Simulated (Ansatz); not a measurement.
Reaction (isomerisation): `CO[Si](N)(O)[SiH3]` → `C[SiH](O)N[SiH2]O`

Calculated with Ansatz (gas phase, PBE0-D4/def2-TZVP geometries, no zero-point term in ΔE). CCSD(T)/CBS is the MP2 limit (def2-TZVPP, def2-QZVPP) plus CCSD(T) − MP2 in def2-TZVPP, frozen cores. DFT in def2-TZVPP. B3LYP here is the variant with VWN-RPA as its local correlation; programs differ in this. One conformer a species, not always the lowest.

```csv
level,ΔE (kcal/mol),difference from CCSD(T)/CBS
PBE0-D4,-34.9,3.8
B3LYP-D4,-35.9,2.8
ωB97X-V,-36.4,2.3
B2PLYP,-38.1,0.6
PBE,-32.8,5.9
B3LYP,-35.8,2.9
HF/def2-TZVPP,-38.4,0.3
MP2/def2-TZVPP,-41.7,-3.0
SCS-MP2/def2-TZVPP,-40.3,-1.6
CCSD/def2-TZVPP,-38.4,0.3
HF/def2-QZVPP,-38.6,0.1
MP2/def2-QZVPP,-42.1,-3.4
SCS-MP2/def2-QZVPP,-40.7,-2.0
HF/CBS(def2),-38.6,0.1
MP2/CBS(def2),-42.3,-3.6
CCSD/CBS(def2),-39.0,-0.3
CCSD(T)/CBS,-38.7,0
```

Largest T1 diagnostic among the species: 0.012.

From PBE to PBE0 (25 % exact exchange), in def2-TZVPP and without D4, ΔE moves by −2.1 kcal/mol.
